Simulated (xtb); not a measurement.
Si(F)(Br)(NH2)2 (BrFH₄N₂Si), SMILES F[Si](Br)(N)N. All values are semi-empirical tight-binding results from xtb (GFN2-xTB unless named), good for trends rather than for accurate numbers. Geometry: GFN2-xTB. This is a generated structure with no PubChem entry under its InChIKey; it may be hypothetical. The values are those of a single conformer.

Computed properties:
```
Property                                        Result
---------------------------------------  -------------
orbital gap                                    7.16 eV
zero-point energy                        34.5 kcal/mol
G − E(el) at 298.15 K (modified RRHO)    13.9 kcal/mol
static polarisability (D4 model)            74.9 bohr³
solvation energy, GFN2-xTB/ALPB(water)   -5.8 kcal/mol
solvation energy, GFN2-xTB/ALPB(hexane)  -3.9 kcal/mol
```
